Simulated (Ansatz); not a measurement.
`B[N][GeH3]` radical, relaxed with UKS PBE0-D4/def2-TZVP in the Gaussian-basis code of Ansatz from a PBE-D4/def2-SVP geometry. The force threshold is 0.005 eV/Å; the program also tests the step.

Charge 0, multiplicity 2.

Start:

```xyz
8

B     0.226    1.638   -0.636
N     0.076    0.387   -0.177
Ge   -0.167   -1.298    0.489
H    -0.701    2.453   -0.593
H     1.292    2.026   -1.120
H     1.049   -1.650    1.382
H    -0.309   -2.299   -0.683
H    -1.465   -1.259    1.338
```

Question: By how much does the energy fall, and how many steps does the optimiser take? (Estimate.)

Answer: Computed: 0.56 kcal/mol, in 8 steps, 2 of them rejected.

Question: Which bonds change most? (Best estimate.)

Answer: Ansatz gave: B1–H4 from 1.235 to 1.208 Å; B1–H5 from 1.234 to 1.208 Å; Ge3–H8 from 1.552 to 1.536 Å; Ge3–H6 from 1.550 to 1.535 Å.

Question: Give the relaxed structure. (Estimate.)

Answer: The calculation gave: 
```xyz
8

B     0.226    1.637   -0.634
N     0.080    0.383   -0.191
Ge   -0.167   -1.288    0.485
H    -0.693    2.417   -0.557
H     1.274    1.996   -1.116
H     1.039   -1.627    1.372
H    -0.298   -2.286   -0.672
H    -1.459   -1.233    1.314
```
